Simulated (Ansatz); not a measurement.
One change: `[NH2][Ti]([F])([F])[Cl]` becomes `[NH2][Hf]([F])([F])[Cl]`.

Ansatz, PBE0-D4/def2-TZVP geometries, multiplicity 1. Each molecule was computed in one conformer, which needn't be the lowest.

Elements past krypton have def2 core potentials. Scalar relativity is left out up to krypton.

| property | `[NH2][Ti]([F])([F])[Cl]` |
| --- | --- |
| HOMO–LUMO gap (B3LYP/def2-TZVPP) / eV | 5.33 |
| size of the dipole moment (PBE/def2-TZVPP) / D | 2.97 |
| HOMO energy (ωB97M-V/def2-TZVPP) / eV | -10.82 |
| ideal-gas entropy at 298 K and 1 bar (rigid rotor, harmonic PBE0-D4/def2-TZVP) / J/(mol·K) | 357 |
| size of the dipole moment (B3LYP/def2-TZVPP) / D | 3.05 |
| LUMO energy (PBE/def2-TZVPP) / eV | -3.66 |

Q: Give the same properties after the change, and the shifts. (Estimate.)

A: Ansatz gave: 
```csv
property,`[NH2][Hf]([F])([F])[Cl]`,shift
HOMO–LUMO gap (B3LYP/def2-TZVPP) / eV,6.97,1.64
size of the dipole moment (PBE/def2-TZVPP) / D,2.64,-0.33
HOMO energy (ωB97M-V/def2-TZVPP) / eV,-10.56,0.26
"ideal-gas entropy at 298 K and 1 bar (rigid rotor, harmonic PBE0-D4/def2-TZVP) / J/(mol·K)",380,23
size of the dipole moment (B3LYP/def2-TZVPP) / D,2.65,-0.40
LUMO energy (PBE/def2-TZVPP) / eV,-1.69,1.97
```

With PBE0 the HOMO rises by 0.31 eV and the LUMO rises by 1.91 eV, so the gap widens by about 1.60 eV. PBE moves the HOMO by 0.31 eV and ωB97M-V by 0.26 eV. Dipoles are sizes alone; their direction can turn.

Positive LUMOs are unbound, so they and the gaps depend on the basis.

B3LYP here is the variant with VWN-RPA as its local correlation; programs differ in this.
